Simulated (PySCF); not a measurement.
**Curvature of the energy in the electron number along the 4p block, charge +1**

Calculated with PySCF 2.14, in aug-pcseg-2, non-relativistic: one orbital is emptied in steps, and each cell gives the departure of E from the straight line at half an electron, in eV (from a cubic fit). The exact functional gives zero.

```json
{"species": "Ga⁺", "orbital": "4s beta", "LDA": "-1.11", "PBE": "-1.11", "r2SCAN": "-0.94", "PBE0": "-0.80", "BHandHLYP": "-0.56", "LC-wPBE": "-0.10", "wB97X": "-0.22", "UHF": "0.07"}
{"species": "Ge⁺", "orbital": "4p alpha", "LDA": "-1.05", "PBE": "-1.01", "r2SCAN": "-0.95", "PBE0": "-0.73", "BHandHLYP": "-0.50", "LC-wPBE": "-0.08", "wB97X": "-0.18", "UHF": "0.08"}
{"species": "As⁺", "orbital": "4p alpha", "LDA": "-1.16", "PBE": "-1.12", "r2SCAN": "-1.04", "PBE0": "-0.81", "BHandHLYP": "-0.53", "LC-wPBE": "-0.12", "wB97X": "-0.21", "UHF": "0.11"}
{"species": "Se⁺", "orbital": "4p alpha", "LDA": "-1.26", "PBE": "-1.22", "r2SCAN": "-1.14", "PBE0": "-0.88", "BHandHLYP": "-0.56", "LC-wPBE": "-0.17", "wB97X": "-0.25", "UHF": "0.14"}
{"species": "Br⁺", "orbital": "4p beta", "LDA": "-1.26", "PBE": "-1.21", "r2SCAN": "-1.11", "PBE0": "-0.86", "BHandHLYP": "-0.56", "LC-wPBE": "-0.15", "wB97X": "-0.32", "UHF": "0.20"}
{"species": "Kr⁺", "orbital": "4p beta", "LDA": "-1.37", "PBE": "-1.31", "r2SCAN": "-1.21", "PBE0": "-0.93", "BHandHLYP": "-0.58", "LC-wPBE": "-0.20", "wB97X": "-0.34", "UHF": "0.23"}
```

Question: How does the mean departure depend on the functional?

Answer: LDA -1.20 eV; PBE -1.16 eV; r2SCAN -1.06 eV; PBE0 -0.83 eV; BHandHLYP -0.55 eV; LC-wPBE -0.14 eV; wB97X -0.25 eV; UHF 0.14 eV. Semilocal functionals are convex (delocalisation error), Hartree-Fock is concave or straight, and exact exchange removes curvature roughly in proportion to its share, so among the functionals the range-separated hybrids usually come closest to zero.

No spin-orbit coupling is included.
